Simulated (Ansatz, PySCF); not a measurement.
This Ansatz (an electronic-structure program) input computes a CCSD(T)/cc-pVDZ energy:

Ansatz 0.2 input:
```yaml
crystal:
  periodic: [false, false, false]
  atoms:
    - {symbol: B, position_ang: [-0.00000000, -0.00000000, -0.58802645]}
    - {symbol: N, position_ang: [0.00000000, 0.00000000, 0.67320420]}
    - {symbol: H, position_ang: [-0.00000000, -0.00000000, -1.77229712]}
basis:
  gaussian:
    orbitals: cc-pVDZ
total_charge: -1
magnetization: {spin_polarized: false}
correlation: {method: ccsd_t, electrons: outside_noble_gas}
```

Task: Write an input for the same energy in PySCF and say what it gives.

Result: 
```python
from pyscf import gto, scf, mp, cc as ccmod

mol = gto.M(
    atom='''
    B    -0.00000000   -0.00000000   -0.58802645
    N     0.00000000    0.00000000    0.67320420
    H    -0.00000000   -0.00000000   -1.77229712
    ''',
    basis='cc-pvdz',
    charge=-1,
    spin=0,
    verbose=4,
)

mf = scf.RHF(mol)
mf.conv_tol = 1e-10
mf.max_cycle = 100
mf.kernel()
mp2 = mp.MP2(mf, frozen=2).run()
cc = ccmod.CCSD(mf, frozen=2)
cc.max_cycle = 100
cc.kernel()
et = cc.ccsd_t()
print(f'E(CCSD(T)) = {cc.e_tot + et:.9f}')
```
It gives -79.95846 Eh, and Ansatz -79.95846 Eh, a difference of 0.00 mEh.

It need not be the lowest isomer of its formula. Whether it binds its extra electron was not tested at this geometry.
